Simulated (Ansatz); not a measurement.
`[GeH3][NH][GeH3]` + H₂O → `[OH][GeH3]` + `[NH2][GeH3]` at 700 K and 1 bar (formal hydrolysis of a Ge–N bond).

Gas-phase electronic energies from Ansatz, PBE0-D4/def2-TZVP geometries. CBS: MP2 limit from def2 TZ/QZ plus the TZ coupled-cluster correction, frozen cores. This one scheme is used for every species. For Ge outer-core shells are correlated without core-valence functions, which leaves a few kJ/mol of doubt a bond. Scalar relativity is left out up to krypton.

```
           species  CCSD(T)/CBS energy (Eh)  H − E (kJ/mol)  S (J/(mol·K))
`[GeH3][NH][GeH3]`              -4211.13400           239.6          466.3
               H₂O                -76.37941            80.5          218.4
      `[OH][GeH3]`              -2153.69723           141.7          338.7
     `[NH2][GeH3]`              -2133.81884           177.8          349.1
```

H − E and S are ideal-gas, rigid-rotor, harmonic terms from PBE0-D4/def2-TZVP. 1 Eh = 2625.50 kJ/mol, R = 8.31446 J/(mol·K).

Task: By hand: ΔE, ΔH, ΔS and ΔG.

Result: ΔE = (-2153.69723) + (-2133.81884) − (-4211.13400) − (-76.37941) = -0.00266 Eh = -7.0 kJ/mol. Δ(H − E) = 141.7 + 177.8 − 239.6 − 80.5 = -0.6, so ΔH = -7.6 kJ/mol. ΔS = 338.7 + 349.1 − 466.3 − 218.4 = 3.1 J/(mol·K). ΔG = -7.6 − 700 × (3.1)/1000 = -9.8 kJ/mol.

Task: By hand: the equilibrium constant, and the temperature at which ΔG would vanish if ΔH and ΔS stayed fixed.

Result: log₁₀ K = −ΔG/(RT ln 10) = 0.7. ΔH and −TΔS have one sign here, so there is no such temperature. One of them is within its doubt of zero, so this could turn.

The number of gas molecules stays the same, so ΔS is small and ΔH decides. A doubt of 5 kJ/mol in ΔE shifts log₁₀ K by 0.4 here. These are equilibria of isolated gas molecules and say nothing of rates. Largest T1 diagnostic: 0.011 (customary marks: 0.02 for closed shells, 0.045 for open ones).
